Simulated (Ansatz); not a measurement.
A made-up structure of AlH₂TeCl, closed shell:

Cl1  (-2.074, 0.064, 0.640)
Al2  (-0.336, -0.622, -0.309)
Te3  (1.790, 0.699, -0.061)
H4  (-0.380, -1.944, -1.159)
H5  (0.607, -1.800, -0.126)
(Å)

It is relaxed with PBE-D4/def2-SVP and then PBE0-D4/def2-TZVP (Ansatz 0.2.0). Atoms count as bonded within 1.22 times the sum of their covalent radii (H–H: 0.88 Å). The end point is not checked to be a true minimum.

Question: Does its bonding change? (Judge from chemistry; the calculation decides.)

Answer: The calculation gives: Yes. Formed: Te3–H5; broken: Al2–H5.

Where it ends: The first stage lowers the energy by 2.67 eV in 12 steps. It ends as AlH₂TeCl ([Cl][AlH][TeH]):
```xyz
5
angstrom
Cl -2.3625 0.3717 0.4587
Al -0.7522 -0.7740 -0.2388
Te 1.5407 0.0945 0.3074
H -1.0196 -2.0928 -1.0522
H 2.2007 -1.2019 -0.4902
```

Labels in which every atom is bracketed show which atoms are joined, not bond orders.

For scale, one of the runs: PBE0-D4/def2-TZVP relaxation, 136 basis functions, launched by `ansatz run in.yaml --threads 2 --pin off --events-out ev --progress --plain --max-ram 4352MiB`. The run took about 18 s on 2 CPU threads of an Intel Xeon Platinum 8259CL (shared host).
